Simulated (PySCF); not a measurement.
A side-by-side comparison of computed properties.

First species: C3H10GeSi.
SMILES: `[Si@H](C=C)([GeH3])C`

Second species: C4H8GeO.
SMILES: `CC#[C][GeH2][O]C`

Levels: CAM-B3LYP/def2-SVPD for dipole moment, HOMO energy, LUMO energy, HOMO–LUMO gap, static isotropic polarisability and electronic spatial extent ⟨r²⟩ about the centre of nuclear charge; TDDFT CAM-B3LYP/def2-SVPD for lowest singlet excitation; TDA CAM-B3LYP/def2-SVPD for lowest triplet excitation (Tamm–Dancoff); ΔSCF CAM-B3LYP/def2-SVPD for vertical ionisation energy; PBE0-D3(BJ)/def2-SVP for rotational constant A and rotational constant C. Geometries: PBE0-D3(BJ)/def2-SVP. All species are isolated and taken at one optimised geometry, non-relativistic unless stated. Electronic properties by PySCF.

The conformers computed, where there is a choice (atom-mapped SMILES and torsion angles):
- `[CH2:1]=[CH:2][Si@H:3]([CH3:4])[GeH3:5]`: C1–C2–Si3–C4 124°
- `[CH3:1][C:2]#[C:3][GeH2:4][O:5][CH3:6]`: C3–Ge4–O5–C6 -54°

Values for the first species:

| Property | Result |
| --- | --- |
| Dipole moment | 1.09 D |
| HOMO energy | -9.08 eV |
| LUMO energy | 0.58 eV |
| HOMO–LUMO gap | 9.66 eV |
| Lowest singlet excitation | 6.44 eV |
| Lowest triplet excitation (Tamm–Dancoff) | 4.22 eV |
| Static isotropic polarisability | 98.8 au |
| Vertical ionisation energy | 9.80 eV |
| Electronic spatial extent ⟨r²⟩ about the centre of nuclear charge | 1092 bohr² |
| Rotational constant A | 2.828 GHz |
| Rotational constant C | 1.098 GHz |

(1) Estimate the same properties for the second species, and the change in each.

Answers

(1) 
```tsv
property	first	second	second less first
dipole moment	1.09 D	2.40 D	+1.31 D
HOMO energy	-9.08 eV	-9.06 eV	+0.02 eV
LUMO energy	0.58 eV	0.77 eV	+0.19 eV
HOMO–LUMO gap	9.66 eV	9.83 eV	+0.17 eV
lowest singlet excitation	6.44 eV	5.81 eV	-0.63 eV
lowest triplet excitation (Tamm–Dancoff)	4.22 eV	4.95 eV	+0.73 eV
static isotropic polarisability	98.8 au	82.5 au	-16.3 au
vertical ionisation energy	9.80 eV	9.85 eV	+0.05 eV
electronic spatial extent ⟨r²⟩ about the centre of nuclear charge	1092 bohr²	1211 bohr²	+119 bohr²
rotational constant A	2.828 GHz	4.033 GHz	+1.205 GHz
rotational constant C	1.098 GHz	0.955 GHz	-0.143 GHz
```

On the first: The dipole matches unit charges of opposite sign 0.23 Å apart (1 e·Å = 4.8032 D). The ΔSCF ionisation energy exceeds −ε(HOMO) by 0.72 eV with CAM-B3LYP. The calculation is non-relativistic and has no spin–orbit coupling, an omission that weighs most on germanium.

On the second: The vertical singlet–triplet gap S1 − T1 is 0.86 eV (TDDFT singlet less Tamm–Dancoff triplet; S1: HOMO→LUMO, weight 0.71; T1: HOMO−1→LUMO, weight 0.28, beside HOMO−2→LUMO, weight 0.18). The principal polarisabilities are 65.5, 74.9 and 107.0 au; their mean is the isotropic value. Relativistic effects, spin–orbit coupling among them, are left out although an element past zinc is present.
